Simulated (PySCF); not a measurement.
CH₅FO₂Sn, singlet, geometry from GFN2-xTB (such geometries of metal compounds can be far from the true shape) (core potentials on Sn); DF-PBE/def2-SVPD in PySCF.

Here is a job for PySCF.
```python
from pyscf import gto, scf, dft

mol = gto.M(
    atom='''
C     2.13852727   -0.29166009    0.31302236
Sn    0.03336112    0.00955563    0.03498547
O    -1.25251291   -0.94925754    1.14094799
O    -0.45501220    1.87817775    0.12239236
F    -0.56806576   -0.61741181   -1.73460912
H     2.29513180   -0.62087137    1.33390253
H     2.62964333    0.65662042    0.12935861
H     2.46989321   -1.04373896   -0.39407566
H    -1.72330992   -1.64476848    0.67967220
H    -1.39778558    2.05028185    0.12849378
''',
    basis='def2-svpd',
    ecp={'Sn': 'def2-svpd'},
    verbose=4,
    max_memory=1800,
)

mf = dft.RKS(mol)
mf.xc = 'pbe'
mf = mf.density_fit(auxbasis='def2-universal-jkfit')
mf.kernel()
```

It wrote (shortened):

```
PySCF version 2.14.0

[INPUT] verbose = 4
[INPUT] num. atoms = 10
[INPUT] num. electrons = 58
[INPUT] charge = 0
[INPUT] spin (= nelec alpha-beta = 2S) = 0
[INPUT] symmetry False subgroup None
[INPUT] Mole.unit = angstrom
[INPUT] Symbol           X                Y                Z      unit          X                Y                Z       unit  Magmom
[INPUT]  1 C      2.138527270000  -0.291660090000   0.313022360000 AA    4.041230850214  -0.551157691566   0.591526531265 Bohr   0.0
[INPUT]  2 Sn     0.033361120000   0.009555630000   0.034985470000 AA    0.063043380009   0.018057523648   0.066112956639 Bohr   0.0
[INPUT]  3 O     -1.252512910000  -0.949257540000   1.140947990000 AA   -2.366906367382  -1.793836772278   2.156079223473 Bohr   0.0
[INPUT]  4 O     -0.455012200000   1.878177750000   0.122392360000 AA   -0.859848441336   3.549241560752   0.231288040139 Bohr   0.0
[INPUT]  5 F     -0.568065760000  -0.617411810000  -1.734609120000 AA   -1.073488707143  -1.166739226972  -3.277936169973 Bohr   0.0
[INPUT]  6 H      2.295131800000  -0.620871370000   1.333902530000 AA    4.337170521780  -1.173276847884   2.520710458564 Bohr   0.0
[INPUT]  7 H      2.629643330000   0.656620420000   0.129358610000 AA    4.969305698989   1.240832761597   0.244452344754 Bohr   0.0
[INPUT]  8 H      2.469893210000  -1.043738960000  -0.394075660000 AA    4.667421723823  -1.972380779938  -0.744695069757 Bohr   0.0
[INPUT]  9 H     -1.723309920000  -1.644768480000   0.679672200000 AA   -3.256583776546  -3.108161965517   1.284394312481 Bohr   0.0
[INPUT] 10 H     -1.397785580000   2.050281850000   0.128493780000 AA   -2.641431927066   3.874471174667   0.242818052910 Bohr   0.0

nuclear repulsion = 299.782875153587
number of shells = 67
number of NR pGTOs = 246
number of NR cGTOs = 161
basis = def2-svpd
ecp = {'Sn': 'def2-svpd'}

******** <class 'pyscf.df.df_jk.DFRKS'> ********
method = DFRKS
initial guess = minao
damping factor = 0
level_shift factor = 0
DIIS = <class 'pyscf.scf.diis.CDIIS'>
diis_start_cycle = 1
diis_space = 8
diis_damp = 0
SCF conv_tol = 1e-09
SCF conv_tol_grad = None
SCF max_cycles = 50
direct_scf = False
XC library pyscf.dft.libxc version 7.1.2
    S. Lehtola, C. Steigemann, M. J. T. Oliveira, and M. A. L. Marques,  SoftwareX 7, 1–5 (2018)
XC functionals = pbe
    J. P. Perdew, K. Burke, and M. Ernzerhof,  Phys. Rev. Lett. 77, 3865 (1996)
    J. P. Perdew, K. Burke, and M. Ernzerhof,  Phys. Rev. Lett. 78, 1396 (1997)
    J. P. Perdew, K. Burke, and M. Ernzerhof,  Phys. Rev. Lett. 77, 3865 (1996)
    J. P. Perdew, K. Burke, and M. Ernzerhof,  Phys. Rev. Lett. 78, 1396 (1997)
radial grids:
    Treutler-Ahlrichs [JCP 102, 346 (1995); DOI:10.1063/1.469408] (M4) radial grids

becke partition: Becke, JCP 88, 2547 (1988); DOI:10.1063/1.454033
pruning grids: <function nwchem_prune>
grids dens level: 3
symmetrized grids: False
atomic radii adjust function: <function treutler_atomic_radii_adjust>
small_rho_cutoff = 0
Set gradient conv threshold to 3.16228e-05
Initial guess from minao.
tot grids = 127544
init E= -481.927525888789
  HOMO = -0.774868276761543  LUMO = -0.665313761661292  gap/eV = 2.98113
cycle= 1 E= -503.48219088952  delta_E= -21.6  |g|= 2.98  |ddm|= 15.1
  HOMO = 0.024166162232626  LUMO = 0.032550070628794  gap/eV = 0.22814
cycle= 2 E= -494.868808430695  delta_E= 8.61  |g|= 7.61  |ddm|= 38.5
  HOMO = -0.280634986007328  LUMO = -0.0740054219001287  gap/eV = 5.62268
cycle= 3 E= -505.19665411817  delta_E= -10.3  |g|= 0.503  |ddm|= 36.5
  HOMO = -0.20304847440001  LUMO = -0.0833336450849664  gap/eV = 3.25761
cycle= 4 E= -505.11807496339  delta_E= 0.0786  |g|= 0.807  |ddm|=  1.6
  HOMO = -0.271524695421902  LUMO = -0.084727057479089  gap/eV = 5.08302
cycle= 5 E= -505.257419021022  delta_E= -0.139  |g|= 0.102  |ddm|= 0.937
  HOMO = -0.263350171988287  LUMO = -0.0826678724945538  gap/eV = 4.91662
cycle= 6 E= -505.258506039121  delta_E= -0.00109  |g|= 0.0743  |ddm|= 0.153
  HOMO = -0.267198476158927  LUMO = -0.0829969721474804  gap/eV = 5.01238
cycle= 7 E= -505.259456383784  delta_E= -0.00095  |g|= 0.0193  |ddm|= 0.0769
  HOMO = -0.267175731403724  LUMO = -0.0838265412961654  gap/eV = 4.98919
cycle= 8 E= -505.259530404964  delta_E= -7.4e-05  |g|= 0.00305  |ddm|= 0.0222
  HOMO = -0.267304017910739  LUMO = -0.0838227720013514  gap/eV = 4.99278
cycle= 9 E= -505.259531542815  delta_E= -1.14e-06  |g|= 0.00207  |ddm|= 0.00478
  HOMO = -0.267251136673711  LUMO = -0.0838038838548023  gap/eV = 4.99185
cycle= 10 E= -505.259532375228  delta_E= -8.32e-07  |g|= 0.000193  |ddm|= 0.00198
  HOMO = -0.267237273235186  LUMO = -0.0837842043758812  gap/eV = 4.99201
cycle= 11 E= -505.259532384172  delta_E= -8.94e-09  |g|= 4.78e-05  |ddm|= 0.000336
  HOMO = -0.267238339675337  LUMO = -0.0837869522062462  gap/eV = 4.99197
cycle= 12 E= -505.259532384647  delta_E= -4.75e-10  |g|= 2.15e-05  |ddm|= 8.03e-05
  HOMO = -0.267238537306526  LUMO = -0.0837856454448769  gap/eV = 4.99201
Extra cycle  E= -505.259532384276  delta_E= 3.71e-10  |g|= 4.23e-05  |ddm|= 8.45e-05
converged SCF energy = -505.259532384276
```
